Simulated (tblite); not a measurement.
Compound: C3H4BBrF (doublet state).
Numbering: `[BH2:1][C@@H:2]1[C:3]([F:4])[C@H:5]1[Br:6]` (hydrogens: H7, H8 on B1; H9 on C2; H10 on C5)

Computed with GFN2-xTB (tblite), gas phase: L-BFGS steps from a force-field or distance-geometry start until the largest atomic force falls under 0.01 eV/Å.

The end geometry, which sets the zero of energy:
```
atom  x, y, z in Å
B1      1.5200   -0.6971    0.1087
C2      0.3500    0.3092    0.1697
C3     -0.9176    0.0298    0.8915
F4     -1.5418    0.8998    1.6870
C5     -0.9949   -0.0611   -0.5370
Br6    -1.8572    1.3098   -1.6237
H7      2.6161   -0.3017    0.1425
H8      1.2892   -1.8381    0.0282
H9      0.5995    1.3703    0.1458
H10    -1.0543   -1.0164   -1.0350
```

**Question.** These geometries come from the run, each turned onto the end geometry. Order them by energy, lowest first.
A.
```
atom  x, y, z in Å
B1      1.5165   -0.7099    0.0928
C2      0.3463    0.2953    0.1666
C3     -0.9197    0.0541    0.9026
F4     -1.4847    0.9819    1.6787
C5     -1.0143   -0.0576   -0.5266
Br6    -1.9064    1.2525   -1.6532
H7      2.5908   -0.3024    0.2903
H8      1.3162   -1.8365   -0.1499
H9      0.6007    1.3538    0.1778
H10    -1.0365   -1.0268   -1.0013
```
B.
```
atom  x, y, z in Å
B1      1.5210   -0.7173    0.0987
C2      0.3393    0.2715    0.1718
C3     -0.9393    0.0761    0.9204
F4     -1.4902    1.0567    1.6413
C5     -1.0025   -0.0825   -0.5071
Br6    -1.9022    1.2381   -1.6539
H7      2.5754   -0.2807    0.3885
H8      1.3910   -1.8243   -0.3128
H9      0.6307    1.3231    0.1903
H10    -1.1142   -1.0560   -0.9594
```
C.
```
atom  x, y, z in Å
B1      1.4978   -0.7187    0.0844
C2      0.3386    0.3458    0.0293
C3     -0.7868    0.0768    0.9721
F4     -1.3659    1.2097    1.4542
C5     -1.0116   -0.1540   -0.4785
Br6    -2.0587    1.2164   -1.3988
H7      2.1148   -0.8518    1.0779
H8      1.7694   -1.3588   -0.8588
H9      0.5604    1.4284   -0.0755
H10    -1.0490   -1.1893   -0.8285
```
D.
```
atom  x, y, z in Å
B1      1.5339   -0.7086    0.0907
C2      0.3432    0.3026    0.0877
C3     -0.8453    0.1628    0.9443
F4     -1.4258    1.1332    1.6623
C5     -1.0329   -0.0935   -0.4762
Br6    -2.0630    1.1254   -1.5913
H7      2.2034   -0.8012    1.0393
H8      1.7661   -1.3412   -0.8574
H9      0.6765    1.3295   -0.0807
H10    -1.1472   -1.1044   -0.8409
```
E.
```
atom  x, y, z in Å
B1      1.5189   -0.6921    0.1029
C2      0.3547    0.3197    0.1620
C3     -0.9076    0.0362    0.8929
F4     -1.5230    0.9164    1.6843
C5     -0.9932   -0.0637   -0.5354
Br6    -1.8848    1.2804   -1.6283
H7      2.6207   -0.3241    0.2105
H8      1.2687   -1.8237   -0.0406
H9      0.6013    1.3816    0.1516
H10    -1.0467   -1.0262   -1.0223
```

**Answer.** E (0.003 eV), A (0.018 eV), B (0.053 eV), D (0.177 eV), C (0.459 eV).

In the order of the answer:

| step | E above end (eV) | largest force (eV/Å) | rms force component (eV/Å) | rms distance from end (Å) | rms bond change (Å) | bond most changed (Å) |
| --- | --- | --- | --- | --- | --- | --- |
| 56 | 0.003 | 0.04 | 0.018 | 0.037 | 0.001 | C5–Br6 -0.002 |
| 49 | 0.018 | 0.16 | 0.060 | 0.087 | 0.003 | C5–Br6 -0.006 |
| 44 | 0.053 | 0.55 | 0.184 | 0.158 | 0.012 | B1–H8 +0.021 |
| 14 | 0.177 | 0.12 | 0.051 | 0.527 | 0.013 | C2–C5 -0.025 |
| 1 | 0.459 | 1.62 | 0.455 | 0.561 | 0.026 | C3–C5 +0.052 |

What follows is the cost of the whole relaxation. On an Intel Xeon at 2.50 GHz with one thread, no GPU, shared host with 64 logical CPUs at a one-minute load of 62, this took 1.0 s of wall time.
